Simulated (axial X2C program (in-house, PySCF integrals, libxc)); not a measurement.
# Nuclear properties of WCl⁻

Computed with an axial X2C code built on PySCF integrals: two-component X2C with atomic mean-field Coulomb and Gaunt terms, Gaussian nuclei, basis W dyall-acv3z, Cl dyall-av3z with contracted cores.

R = 2.357 Å (near the PBE0 minimum at charge -1 of the determinant lowest at the starting distance; the state shown can have its own minimum elsewhere).

Determinant lowest in the PBE0 search, Ω = 2 (⟨Sz⟩ = 1.96, ⟨Lz⟩ = 0.04 at PBE0), spin on the atoms W 1.97, Cl -0.01:

```json
{"level": "PBE0", "Eeff magnitude (GV/cm)": "15.9", "Ws magnitude W (kHz)": "7.47", "A∥/gI W (MHz)": "181", "qzz W (a.u.)": "-0.74", "A∥/gI Cl (MHz)": "-20.7", "qzz Cl (a.u.)": "1.03"}
{"level": "BHandHLYP", "Eeff magnitude (GV/cm)": "15", "Ws magnitude W (kHz)": "7.1", "A∥/gI W (MHz)": "44.7", "qzz W (a.u.)": "-1.21", "A∥/gI Cl (MHz)": "-16.6", "qzz Cl (a.u.)": "0.84"}
{"level": "LDA", "Eeff magnitude (GV/cm)": "9.15", "Ws magnitude W (kHz)": "4.06", "A∥/gI W (MHz)": "25.2", "qzz W (a.u.)": "0.69", "A∥/gI Cl (MHz)": "-23.4", "qzz Cl (a.u.)": "1.15"}
{"level": "B3LYP", "Eeff magnitude (GV/cm)": "10.6", "Ws magnitude W (kHz)": "4.81", "A∥/gI W (MHz)": "14.7", "qzz W (a.u.)": "-0.24", "A∥/gI Cl (MHz)": "-17.3", "qzz Cl (a.u.)": "0.98"}
```

Eeff is the effective electric field on the electron electric dipole moment in this Ω state and Ws the scalar–pseudoscalar constant of the nucleus named (defined with the proton number Z and per Ω); A∥ (defined per Ω) follows by multiplying with gI = μI/(I μN); qzz is the electric field gradient, eQq0 = 234.96 MHz × Q/barn × qzz. The operators were transformed with the bare-nucleus X2C matrices; with these basis sets, hyperfine constants and field gradients can be off by tens of per cent, and where levels differ in sign neither size nor sign is settled.

Q: With gI(35Cl) = 0.5479, Q(35Cl) = -0.08112 barn (g factors from the IAEA table of nuclear moments by Stone; Q from Pyykkö, Mol. Phys. 2018), turn the PBE0 values of the first state into constants in MHz.

A: A∥(35Cl) = -20.7 × 0.5479 = -11.3 MHz; eQq0(35Cl) = 234.96 × (-0.08112) × (1.03) = -19.6 MHz.

Each state is one determinant with collinear spin, which with several unpaired electrons need not be a pure state. For an anion, determinants above electron detachment, or with a positive highest level, are held by the basis set. This is the top spin component of a Σ state; components of lower Ω are not single determinants and can lie lower. With several open shells hyperfine constants can be off by a factor of several. Open-shell Ω = 0 determinants with evenly filled partner blocks cannot be reached by this program, so the Ω shown need not be the lowest component. Left out as unconverged or as another state under the same occupation: HF in at least one table. States lie within half an eV, so the first need not be the ground state. Further determinants of the search, some of them spin-mixed, are not shown. Where a field gradient or hyperfine factor spreads by more than a factor of two over the levels, a constant derived from it is not to be relied on.
